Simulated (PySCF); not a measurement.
diethyl ether cation (C4H10O), SMILES CCOCC (connectivity only; charge and spin as stated), charge +1, multiplicity 2. Atoms are numbered in the order given.

```xyz
15

C     -0.2710     2.3082    -0.0405
C      0.6396     1.0472    -0.1630
O      0.0000     0.0000     0.5300
C     -0.6396    -1.0472    -0.1630
C      0.2710    -2.3082    -0.0405
H     -1.2151     2.1407    -0.5758
H     -0.4583     2.5498     1.0131
H      0.2972     3.1222    -0.5161
H      0.8128     0.7698    -1.2129
H      1.5725     1.2406     0.3923
H     -0.8128    -0.7698    -1.2129
H     -1.5725    -1.2406     0.3923
H     -0.2972    -3.1222    -0.5161
H      0.4583    -2.5498     1.0131
H      1.2151    -2.1407    -0.5758
```
Charge +1, spin multiplicity 2.

Coordinates come from a TPSSh-D3(BJ)/def2-SVP optimisation. The spin state was assumed, not searched. One conformer was computed; it need not be the lowest.

All values below come from PBE/pcH-1 run with PySCF.

Unrestricted Kohn–Sham, ⟨S²⟩ = 0.752. Hyperfine tensors hold the contact and dipolar terms, without spin-orbit corrections.

### Question
Estimate the hyperfine couplings. (An estimate is asked for; the answer gives what the named calculation found.)

### Answer

| nucleus | A(iso) (MHz) | A(iso) (G) | dipolar principal values (MHz) |
|---|---|---|---|
| 13C no. 1 | 32.9 | 11.8 | -14.5, -14.3, 28.9 |
| 13C no. 2 | -19.0 | -6.8 | -12.1, -6.4, 18.6 |
| 17O no. 3 | -36.5 | -13.0 | -188.9, 93.4, 95.5 |
| 13C no. 4 | -19.0 | -6.8 | -12.1, -6.4, 18.6 |
| 13C no. 5 | 32.9 | 11.8 | -14.5, -14.3, 28.9 |
| 1H no. 6 | 3.8 | 1.4 | -7.9, 1.0, 6.9 |
| 1H no. 7 | -8.3 | -3.0 | -7.7, -2.1, 9.8 |
| 1H no. 8 | 39.2 | 14.0 | -7.2, -2.2, 9.4 |
| 1H no. 9 | 9.3 | 3.3 | -5.1, -4.0, 9.1 |
| 1H no. 10 | 102.4 | 36.5 | -7.7, -4.6, 12.3 |
| 1H no. 11 | 9.3 | 3.3 | -5.1, -4.0, 9.1 |
| 1H no. 12 | 102.4 | 36.5 | -7.7, -4.6, 12.3 |
| 1H no. 13 | 39.2 | 14.0 | -7.2, -2.2, 9.4 |
| 1H no. 14 | -8.3 | -3.0 | -7.7, -2.1, 9.8 |
| 1H no. 15 | 3.8 | 1.4 | -7.9, 1.0, 6.9 |
